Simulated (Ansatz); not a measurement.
Two members of one family ((SrTe)n), computed with Ansatz in the gas phase; def2 core potentials for Sr, Te, no spin–orbit coupling. The two geometries come from different levels. Binding counts from free atoms in the multiplicity of their measured ground term, without zero-point energy. The structures are stationary points that may keep the symmetry of their start.

First: Sr3Te3 (singlet, charge 0, PBE-D4/def2-SVP geometry).

```xyz
6

Sr   -1.8620    1.9624    0.0978
Sr    0.5826   -1.4306    2.2285
Sr    1.2807   -0.5321   -2.3225
Te   -1.5656    0.6382    2.8178
Te   -0.7053    1.7377   -2.7057
Te    2.2697   -2.3756   -0.1160
```

| level | HOMO (eV) | LUMO (eV) | gap (eV) | binding per atom (eV) |
| --- | --- | --- | --- | --- |
| PBE-D4/def2-TZVPD | -4.37 | -2.46 | 1.92 | 2.53 |
| r2SCAN-D4/def2-TZVP | -4.54 | -2.07 | 2.47 | 2.64 |
| PBE0-D4/def2-SVP | -5.20 | -1.89 | 3.31 | 2.54 |
| PBE0-D4/def2-TZVP | -5.22 | -1.88 | 3.34 | 2.53 |
| PBE0-D4/def2-TZVPD | -5.21 | -1.88 | 3.33 | 2.53 |

Second: Sr4Te4 (singlet, charge 0, r2SCAN-D4/def2-SVP geometry).

```xyz
8

Sr   -2.288   -0.321    2.794
Sr   -1.569    3.188   -0.933
Sr    1.568   -3.188    0.931
Sr    2.291    0.322   -2.791
Te    3.245   -2.207   -1.403
Te   -3.014    2.384    1.615
Te   -0.718   -2.921    2.915
Te    0.485    2.744   -3.127
```

Task: Estimate the same table for the second.

Result: 
```csv
level,HOMO (eV),LUMO (eV),gap (eV),binding per atom (eV)
PBE-D4/def2-TZVPD,-4.38,-2.53,1.85,2.52
r2SCAN-D4/def2-TZVP,-4.56,-2.17,2.39,2.65
PBE0-D4/def2-SVP,-5.21,-1.96,3.25,2.55
PBE0-D4/def2-TZVP,-5.23,-1.95,3.28,2.53
PBE0-D4/def2-TZVPD,-5.22,-1.94,3.28,2.54
```
